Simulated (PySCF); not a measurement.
Two species compared at the same levels of theory.

First species: C5H4FN.
Atom-mapped SMILES: `[N:1]#[C:2][C:3]#[C:4][CH2:5][CH2:6][F:7]` (hydrogens: H8, H9 on C5; H10, H11 on C6)

Second species: C4H8O2SSi.
SMILES: `O([C@@H]1SCC(=O)C1)[SiH3]`

Levels: wB97X-D/def2-SVPD for HOMO energy, LUMO energy, HOMO–LUMO gap and static isotropic polarisability; TDDFT wB97X-D/def2-SVPD for lowest singlet excitation; TDA wB97X-D/def2-SVPD for lowest triplet excitation (Tamm–Dancoff). Geometries: GFN2-xTB. All species are isolated and taken at one optimised geometry, non-relativistic unless stated; the electronic structure was computed with PySCF and density fitting.

Dipoles, sizes and rotational constants follow the conformer. The torsions of the flexible species, by atom-mapped SMILES:
- `[N:1]#[C:2][C:3]#[C:4][CH2:5][CH2:6][F:7]`: C4–C5–C6–F7 -179°

The conformers of `O=C1CS[C@@H](O[SiH3])C1` aren't listed.

Values for the first species:

```
HOMO energy                              : -10.46 eV
LUMO energy                              : 0.31 eV
HOMO–LUMO gap                            : 10.77 eV
Lowest singlet excitation                : 5.21 eV
Lowest triplet excitation (Tamm–Dancoff) : 4.32 eV
Static isotropic polarisability          : 67.6 au
```

**Question.** Estimate the same properties for the second species, and the change in each.

**Answer.** 
```json
{"property": "HOMO energy", "first": "-10.46 eV", "second": "-8.89 eV", "second less first": "+1.57 eV"}
{"property": "LUMO energy", "first": "0.31 eV", "second": "0.87 eV", "second less first": "+0.56 eV"}
{"property": "HOMO–LUMO gap", "first": "10.77 eV", "second": "9.76 eV", "second less first": "-1.01 eV"}
{"property": "lowest singlet excitation", "first": "5.21 eV", "second": "4.41 eV", "second less first": "-0.80 eV"}
{"property": "lowest triplet excitation (Tamm–Dancoff)", "first": "4.32 eV", "second": "3.92 eV", "second less first": "-0.40 eV"}
{"property": "static isotropic polarisability", "first": "67.6 au", "second": "94.3 au", "second less first": "+26.7 au"}
```

On the first: S1 lies 5.56 eV below the HOMO–LUMO gap. No computed singlet falls in the visible range (750 to 380 nm, 1.65 to 3.26 eV); S1 lies 1.95 eV above its blue end.

On the second: The principal polarisabilities are 84.7, 92.5 and 105.8 au; their mean is the isotropic value. S1 lies 5.35 eV below the HOMO–LUMO gap; its leading configuration is HOMO−1→LUMO, weight 0.73.
